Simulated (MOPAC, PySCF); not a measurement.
C₄H₇N, SMILES `C=CC(=C)N` (C–C–C–N torsion -5°, C–C–N–H torsion 145°), neutral singlet in the gas phase. 

Cartesian coordinates (Å):
```xyz
12

C      0.7440    -1.1115     1.4236
C      0.8132    -0.5682     0.1979
C     -0.1667     0.3437    -0.3961
C      0.0991     0.9432    -1.5824
N     -1.3195     0.5976     0.3493
H     -0.0618    -0.8774     2.1220
H      1.5161    -1.7925     1.7814
H      1.6611    -0.8077    -0.4486
H     -0.6080     1.6245    -2.0572
H      1.0557     0.7827    -2.0748
H     -1.6800    -0.2105     0.8512
H     -2.0532     1.0761    -0.1664
```
Charge 0, spin multiplicity 1.

All levels are single points at this geometry (PBE-D3(BJ)/def2-TZVP); Pople sets use spherical d functions. Orbital energies aren't observables, and empty levels follow the basis.

PM6 in MOPAC gives HOMO (eV) = -8.70.

Question: Estimate the HOMO (eV) from each of these levels: PBE-D3(BJ)/def2-TZVP in PySCF; B3LYP/3-21G in PySCF; B3LYP/6-311+G** in PySCF; B3LYP/6-31G* in PySCF; BP86/6-31G* in PySCF; M06-2X/6-31G* in PySCF; PBE/6-31G* in PySCF; SVWN5/6-31G* in PySCF; HF/3-21G in PySCF; HF/6-31G* in PySCF; HF/STO-3G in PySCF; PM7 in MOPAC.

Answer: 
```json
[
 {"level": "PBE-D3(BJ)/def2-TZVP in PySCF", "HOMO (eV)": "-5.01"},
 {"level": "B3LYP/3-21G in PySCF", "HOMO (eV)": "-5.29"},
 {"level": "B3LYP/6-311+G** in PySCF", "HOMO (eV)": "-5.91"},
 {"level": "B3LYP/6-31G* in PySCF", "HOMO (eV)": "-5.45"},
 {"level": "BP86/6-31G* in PySCF", "HOMO (eV)": "-4.68"},
 {"level": "M06-2X/6-31G* in PySCF", "HOMO (eV)": "-6.86"},
 {"level": "PBE/6-31G* in PySCF", "HOMO (eV)": "-4.57"},
 {"level": "SVWN5/6-31G* in PySCF", "HOMO (eV)": "-4.71"},
 {"level": "HF/3-21G in PySCF", "HOMO (eV)": "-8.06"},
 {"level": "HF/6-31G* in PySCF", "HOMO (eV)": "-8.08"},
 {"level": "HF/STO-3G in PySCF", "HOMO (eV)": "-6.30"},
 {"level": "PM7 in MOPAC", "HOMO (eV)": "-8.79"}
]
```
